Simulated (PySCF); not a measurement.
# How methods differ on the ionisation energy of I

I [Kr] 4d10 5s2 5p5 (2P) → I⁺ [Kr] 4d10 5s2 5p4 (3P), as a difference of total energies. Computed with PySCF 2.14 in def2-TZVPPD with the def2 core potential (28 electrons) (7s6p4d2f, 59 functions), with scalar relativity through the core potential. Correlated levels: valence: 4s2 4p6 4d10 frozen; valence and next inner shell: nothing frozen outside the core potential. The calculations carry no spin-orbit coupling.

```json
{"method": "UHF", "ionisation energy (eV)": "9.548"}
{"method": "LDA", "ionisation energy (eV)": "10.789"}
{"method": "PBE", "ionisation energy (eV)": "10.506"}
{"method": "PBE0", "ionisation energy (eV)": "10.532"}
{"method": "r2SCAN", "ionisation energy (eV)": "10.535"}
{"method": "LC-wPBE", "ionisation energy (eV)": "10.578"}
{"method": "MN15", "ionisation energy (eV)": "10.372"}
{"method": "PBEsol", "ionisation energy (eV)": "10.526"}
{"method": "PW91", "ionisation energy (eV)": "10.574"}
{"method": "MP2 (valence)", "ionisation energy (eV)": "10.250"}
{"method": "SCS-MP2 (valence)", "ionisation energy (eV)": "10.248"}
{"method": "MP2 (valence and next inner shell)", "ionisation energy (eV)": "10.359"}
{"method": "SCS-MP2 (valence and next inner shell)", "ionisation energy (eV)": "10.322"}
```

Problem. How much does correlation contribute at MP2 (valence and next inner shell)?

Solution. 10.359 − (9.548) = 0.811 eV, measured against UHF.

Errors of the correlated levels include the incompleteness of this basis and the frozen core.

For comparison: 10.519 eV (measured; NIST levels, between the centres of gravity of the two terms).
